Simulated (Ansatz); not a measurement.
# B3H7SSi: where a starting geometry ends

The starting geometry of this gas-phase singlet was optimised with GFN2-xTB.

```xyz
12

B    -1.0942    1.1356    0.8716
B    -1.2067    0.4802   -2.8283
B     0.3172   -0.3543    0.1882
S     0.4773    1.6085    0.0921
Si    0.3213    0.1678   -1.7024
H    -2.0614    1.1428    0.2109
H    -1.1519    1.2729    2.0311
H     1.6830    0.4019   -2.2208
H    -2.1812    1.0084   -2.4517
H    -1.2346    0.0311   -3.9096
H     1.2223   -0.8327    0.7594
H    -0.7722   -0.5945    0.6586
```

Problem. Predict what becomes of its bonds when it is optimised with r2SCAN-D4/def2-SVP.

Solution. A new bond forms, giving a structure with H12 bridging B3 and B1, given below by its coordinates. Distances that change by over a tenth: B1–B3 (2.16 → 1.94 Å). Contacts that close: B1–H12 (1.77 → 1.38 Å).

The energy falls by 0.50 eV over 13 steps:

```tsv
step	E − E(last) (eV)
1	0.499
2	0.254
4	0.034
5	0.006
6	0.002
8	0.001
9	0.000
10	0.000
12	0.000
13	0.000
```

Final geometry (Å):

```xyz
12

B    -1.0698    0.9478    0.8478
B    -1.2304    0.4858   -2.8232
B     0.3560   -0.2098    0.2316
S     0.5214    1.6930    0.0649
Si    0.3825    0.2924   -1.6975
H    -2.0640    1.0657    0.1774
H    -1.0895    1.1247    2.0391
H     1.7312    0.2989   -2.3334
H    -2.2181    1.0395   -2.4159
H    -1.2490   -0.0135   -3.9224
H     1.1204   -0.8568    0.8922
H    -0.8718   -0.4001    0.6383
```

Frequencies at the end are all real (lowest 107 cm⁻¹). Run with Ansatz 0.2.0, 14 s on 2 threads of AMD EPYC 9R45 96-Core Processor (Zen 5) (shared host).
